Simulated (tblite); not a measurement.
Isomers of C9H11F. All values are computed: GFN2-xTB (tblite) harmonic vibrations without scaling, gas phase. The method is semi-empirical: single wavenumbers can be off by several per cent or more. One conformer each.

Electronic energies: GFN2-xTB at the same geometries; isomer energies are rough at this level and their order can be wrong.

| SMILES | electronic energy, lowest = 0 (kJ/mol) |
| --- | --- |
| CCCc1ccc(F)cc1 | 0.0 |
| C#CC[C@]1(C=C)C[C@H](F)C1 | 279.2 |
| CC1=C(F)C/1=C\C1CCC1 | 336.0 |
| CC1=C[C@@H]2C[C@H]1C=C2CF | 111.7 |

Question: How do GFN2-xTB zero-point energies change the relative energies?

Answer: 
```tsv
SMILES	ZPE (kJ/mol)	of it from modes above 1550 cm⁻¹	electronic (kJ/mol)	with ZPE, lowest = 0 (kJ/mol)	lowest mode (cm⁻¹)	rings
CCCc1ccc(F)cc1	455.3	219.0	0.0	0.0	40	1
CC1=C[C@@H]2C[C@H]1C=C2CF	455.2	218.9	111.7	111.5	51	2
C#CC[C@]1(C=C)C[C@H](F)C1	445.2	225.0	279.2	269.0	40	1
CC1=C(F)C/1=C\C1CCC1	449.2	220.8	336.0	329.9	37	2
```

The zero-point energies span 10.1 kJ/mol, from `C#CC[C@]1(C=C)C[C@H](F)C1` to `CCCc1ccc(F)cc1`. The order is unchanged.

Question: What do entropy and thermal enthalpy add at 298.15 K and 1 bar (rigid rotor, harmonic oscillator, one conformer each)?

Answer: 
```json
{"SMILES": "CCCc1ccc(F)cc1", "point group": "Cs", "symmetry number": "1", "S (J/(mol K))": "410.5", "H − H(0) (kJ/mol)": "28.08", "ZPE + H − H(0) − TS (kJ/mol)": "361.0"}
{"SMILES": "CC1=C[C@@H]2C[C@H]1C=C2CF", "point group": "C1", "symmetry number": "1", "S (J/(mol K))": "392.6", "H − H(0) (kJ/mol)": "26.34", "ZPE + H − H(0) − TS (kJ/mol)": "364.5"}
{"SMILES": "C#CC[C@]1(C=C)C[C@H](F)C1", "point group": "C1", "symmetry number": "1", "S (J/(mol K))": "425.5", "H − H(0) (kJ/mol)": "30.35", "ZPE + H − H(0) − TS (kJ/mol)": "348.7"}
```

Not tabulated: `CC1=C(F)C/1=C\C1CCC1` (point group not settled).
